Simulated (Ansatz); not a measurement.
`C=[CH][Ga]([NH2])[SiH3]`. Charge 0, multiplicity 1. Correlated methods include outer-core shells of Ga, which these sets cover unevenly. Scalar relativity is left out up to krypton.

Cartesian coordinates in Å:
```
C 1.3752 -0.5735 -1.9434
C 1.5786 0.0141 -0.7655
Ga 0.1284 0.2774 0.5138
N 0.5314 1.1333 2.0673
Si -2.1369 -0.4562 0.1792
H 2.1730 -0.7262 -2.6675
H 0.3946 -0.9338 -2.2469
H 2.5905 0.3482 -0.5378
H 1.4482 1.4727 2.3061
H -0.1373 1.3271 2.7928
H -2.6719 -0.0005 -1.1352
H -3.0468 0.0615 1.2397
H -2.2271 -1.9441 0.1974
```

Question: Give the diagnostics of a CCSD(T)/def2-TZVPP run (frozen core, the Gaussian-basis code of Ansatz). (Best estimate.)

Answer: The calculation gave: T1 = 0.0138, largest single amplitude 0.031, largest double 0.046, (T) share of the correlation energy 4.1 %, 10 CCSD cycles. The RHF solution is stable towards an unrestricted one. T1 lies under the customary mark of 0.02 for closed shells.
